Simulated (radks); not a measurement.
Results of a calculation; reference values are marked as such.
Species: K+. Configuration: [Ar].

Code: a radial shooting solver on a logarithmic mesh with Libxc functionals. Model: Dirac Kohn-Sham, LDA (Slater exchange, VWN5 correlation), spin-unpolarised, spherical densities, finite nucleus; Fermi nuclear charge, rms radius 3.4349 fm.

Energy parts (hartree):
part                       energy
total                  -600.40594
kinetic                 604.16453
electron-nucleus      -1427.00079
Hartree                 254.11976
exchange-correlation    -31.68944

Orbitals (lengths in bohr, moments of r in powers of bohr; r(max) is where P^2 peaks):
| orbital | occ. | eigenvalue (hartree) | <r^2> | r(max) | <1/r> | small-component weight |
|---|---|---|---|---|---|---|
| 1s1/2 | 2 | -129.2581 | 0.008877 | 0.05314 | 18.67 | 4.58e-03 |
| 2s1/2 | 2 | -13.17168 | 0.1794 | 0.3190 | 3.794 | 7.51e-04 |
| 2p1/2 | 2 | -10.58785 | 0.1517 | 0.2612 | 3.722 | 7.33e-04 |
| 2p3/2 | 4 | -10.48186 | 0.1537 | 0.2632 | 3.687 | 7.26e-04 |
| 3s1/2 | 2 | -1.52002 | 1.865 | 1.076 | 1.104 | 1.37e-04 |
| 3p1/2 | 2 | -0.92454 | 2.398 | 1.148 | 0.9674 | 1.10e-04 |
| 3p3/2 | 4 | -0.91449 | 2.428 | 1.155 | 0.9602 | 1.09e-04 |

The highest occupied level is 3p3/2 at -24.884 eV. The density falls to 0.001 e/bohr^3 at r = 3.31 bohr. The electron density at the nucleus is 5153 e/bohr^3. Summed over all electrons, <r^2> = 19.53 bohr^2, which gives a Langevin (diamagnetic) susceptibility term of -15.5 x 10^-6 cm^3/mol. For comparison, the ionisation energy in NIST's Atomic Spectra Database is 31.625 eV (measured). In exact Kohn-Sham theory the highest level is minus the ionisation energy, but local and semilocal functionals leave it too shallow, through self-interaction and a potential that decays too fast; potentials with the right tail come closer.
